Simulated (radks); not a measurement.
The mean radii <r> (bohr) of the occupied orbitals of an atom or ion are listed with their occupations. Calculated with a radial shooting solver on a logarithmic mesh with Libxc functionals: Dirac Kohn-Sham, PBE, spin-unpolarised, spherical densities, finite nucleus; Fermi nuclear charge, rms radius of each element as measured or else 0.836 A^(1/3) + 0.57 fm.

| orbital | occ. | <r> |
|---|---|---|
| 1s1/2 | 2 | 0.02971 |
| 2s1/2 | 2 | 0.1281 |
| 2p1/2 | 2 | 0.1085 |
| 2p3/2 | 4 | 0.1137 |
| 3s1/2 | 2 | 0.3483 |
| 3p1/2 | 2 | 0.3394 |
| 3p3/2 | 4 | 0.3505 |
| 3d3/2 | 4 | 0.3223 |
| 3d5/2 | 6 | 0.3258 |
| 4s1/2 | 2 | 0.8482 |
| 4p1/2 | 2 | 0.9014 |
| 4p3/2 | 4 | 0.9317 |
| 4d3/2 | 4 | 1.169 |
| 4d5/2 | 6 | 1.185 |
| 5s1/2 | 2 | 2.497 |
| 5d3/2 | 0.4 | 9.505 |
| 5d5/2 | 0.6 | 9.552 |

Name the element and its charge. Open shells, if any, are shared by 2j + 1.

Answer. Z = 49, indium, charge 0: In in [Kr] 4d10 5s2 5d1. The 1s radius gives Z: for a bare nucleus <r> = (2 gamma + 1)/(2Z) with gamma = sqrt(1 - (Z/c)^2), 0.02926 bohr for Z = 49, and screening makes it slightly larger (0.02971 here). The occupations add up to 49, and the charge is Z minus that.
